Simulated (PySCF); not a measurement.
Species: C4H3Cl3.
InChI=1S/C4H3Cl3/c1-2-3-4(5,6)7/h1H3

Computed, not measured: PySCF, TDDFT B3LYP/def2-SVPD, vertical, gas phase, core orbitals frozen in the response. Geometry: GFN2-xTB; no solvent, vibrations or thermal averaging.

```csv
state,E (eV),ν̃ (cm⁻¹),f,symmetry,"main configurations (H = HOMO, L = LUMO)"
S1,5.51,44430,0.0000,–,H-1/H→L+1/L+2 (≥80%)
S2,5.60,45180,0.0017,–,H-1/H→L+1/L+2 (≥86%)
S3,5.60,45180,0.0017,–,H-1/H→L+1/L+2 (≥86%)
S4,5.79,46700,0.0003,–,H-1/H→L (≥97%)
S5,5.79,46700,0.0003,–,H-1/H→L (≥96%)
S6,6.00,48400,0.0000,–,H-2→L (98%)
S7,6.24,50290,0.0075,E,H-2→L+1/L+2 (≥96%)
S8,6.24,50320,0.0074,E,H-2→L+1/L+2 (≥96%)
```

Triplets (Tamm–Dancoff): T1 4.74 eV, H-1/H→L+1/L+2 (≥72%); T2 5.06 eV, H-1/H→L+1/L+2 (≥70%); T3 5.06 eV, H-1/H→L+1/L+2 (≥71%).

The lowest singlet lies at 5.51 eV (225 nm, ultraviolet) and is dark (f under 0.0005); its leading configuration is HOMO-1/HOMO→LUMO+1/LUMO+2 (≥80%). The most intense listed level is S7/S8 at 6.24 eV (199 nm, f = 0.015 summed), 0.73 eV above S1. It is the last of those listed, so stronger ones may follow. S2/S3, S4/S5 and S7/S8 lie within about 0.01 eV of each other in each set; the point group C3 has degenerate representations, and within a degenerate level the listed configurations can mix freely. Löwdin shares by element: HOMO (one of a set within 0.03 eV) carbon 68% or more, chlorine 17% or more (atoms not listed hold the other 15%); LUMO chlorine 74%, carbon 24% or more. The oscillator strengths of these states sum to 0.019; summed over the whole spectrum of an exact calculation they would give the number of electrons, 78 (Thomas–Reiche–Kuhn). Orbital energies (eV): HOMO-3 -9.05, HOMO-2 -8.43, HOMO-1 -8.00, HOMO -8.00, LUMO -1.20, LUMO+1 -1.14, LUMO+2 -1.13. Of the 8 states listed, none reaches f = 0.01 and 4 stay under 0.0005. Symmetry labels in C3 follow from the direction of the transition dipole and are given only for states with f of 0.002 or more. Orbitals of the list HOMO-3 to LUMO+2 that lie within 0.01 eV of each other are written together with a slash and their weights summed (≥ marks a lower bound); for degenerate orbitals outside that list single weights are arbitrary. Singlets were solved by full linear response, triplets in the Tamm–Dancoff approximation.
